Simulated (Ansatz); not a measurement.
Reaction (ligand exchange at the Si–Br bond): `Cl[Si](Br)(Br)Br` + HCl → `Cl[Si](Cl)(Br)Br` + HBr

Calculated with Ansatz (gas phase, PBE0-D4/def2-TZVP geometries, no zero-point term in ΔE). CCSD(T)/CBS is the MP2 limit (def2-TZVPP, def2-QZVPP) plus CCSD(T) − MP2 in def2-TZVPP, frozen cores. This one scheme is used for every species. Functionals use def2-TZVPP. For Br outer-core shells are correlated without core-valence functions, which leaves a few kJ/mol of doubt a bond. Scalar relativity is left out up to krypton.

```csv
level,ΔE (kJ/mol)
PBE0-D4,-3.9
r2SCAN0-D4,-5.7
```

Task: What does CCSD(T)/CBS give? (Estimate.)

Result: Ansatz gave: -3.1 kJ/mol. The listed levels differ from it by -0.8, -2.6 kJ/mol.

Task: What do rigid-rotor, harmonic-oscillator terms from PBE0-D4/def2-TZVP frequencies (298.15 K, 1 bar) make of the CCSD(T)/CBS value? (Best estimate.)

Result: Ansatz gave: ΔZPE = -0.6 kJ/mol, ΔH = -4.4 kJ/mol, ΔS = 3 J/(mol·K), ΔG = -5.4 kJ/mol.

Largest T1 diagnostic among the species: 0.008.

At CCSD(T), def2-SVP lies −7.0 kJ/mol from the extrapolated value and def2-TZVPP −2.1 kJ/mol. In def2-TZVPP, CCSD(T) changes the Hartree–Fock value by +3.7 kJ/mol (the triples alone add +0.4 kJ/mol) and MP2 by +5.8 kJ/mol.
